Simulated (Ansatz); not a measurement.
Consider the redistribution: `C[N](C)[Sn][NH2]` + `C=C1N[SiH]1Cl` → `C[N](C)[Sn][Cl]` + `C=C1N[SiH]1N`.

Isolated molecules relaxed with PBE0-D4/def2-TZVP in Ansatz; ΔE leaves out vibrations. CBS: MP2 limit from def2 TZ/QZ plus the TZ coupled-cluster correction, frozen cores. Functionals use def2-TZVPP. def2 core potentials past Kr. For Sn outer-core shells are correlated without core-valence functions, which leaves a few kJ/mol of doubt a bond. Each species was taken in one conformer, which may not be the lowest.

(1) Is it downhill or uphill in electronic energy at CCSD(T)/CBS, and by how much? (Best estimate.)

(2) What do these levels give: PBE-D4, r2SCAN-D4, ωB97M-V, revPBE, r2SCAN0, CCSD(T)/def2-SVP? (An estimate is asked.)

Largest T1 diagnostic among the species: 0.017.

## Answers

(1) Computed: Downhill: ΔE = -20.7 kcal/mol.

(2) Ansatz gave: PBE-D4 -20.0, r2SCAN-D4 -20.9, ωB97M-V -20.5, revPBE -20.0, r2SCAN0 -21.5, CCSD(T)/def2-SVP -19.9 kcal/mol.

From BLYP to BHLYP (50 % exact exchange), in def2-TZVPP and without D4, ΔE moves by −1.6 kcal/mol. In def2-TZVPP, CCSD(T) changes the Hartree–Fock value by +3.8 kcal/mol (the triples alone add +0.5 kcal/mol) and MP2 by +3.7 kcal/mol. At CCSD(T), def2-SVP lies +0.8 kcal/mol from the extrapolated value and def2-TZVPP +1.0 kcal/mol.
